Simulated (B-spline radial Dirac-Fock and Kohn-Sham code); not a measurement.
# What relativity does to the binding energies of Rh²²⁺

System: Rh²²⁺, configuration [Ar] 3d5.

Both columns are ΔSCF binding energies of the configuration average from an atomic code on a B-spline grid: non-relativistic Hartree-Fock with a point nucleus, and Dirac-Fock with a finite nucleus and the Coulomb interaction alone, averaged over the two j levels with weights 2j+1.

| shell | Hartree-Fock (eV) | Dirac-Fock (eV) | shift (eV) | shift (%) |
| --- | --- | --- | --- | --- |
| 1s | 23477.9 | 24142.3 | +664.40 | +2.83 |
| 2s | 4097.8 | 4261.0 | +163.20 | +3.98 |
| 2p | 3850.1 | 3897.6 | +47.51 | +1.23 |
| 3s | 1316.6 | 1355.6 | +39.07 | +2.97 |
| 3p | 1216.7 | 1230.4 | +13.73 | +1.13 |
| 3d | 1060.3 | 1057.9 | -2.36 | -0.22 |

Relativity binds 1s, 2s, 2p, 3s, 3p more strongly, among those listed most of all 2s in relative terms, and 3d more weakly, because the contracted s and p shells screen the nucleus better.

Values without a named source are computed, but for edge energies of neutral atoms, which are taken from tables.
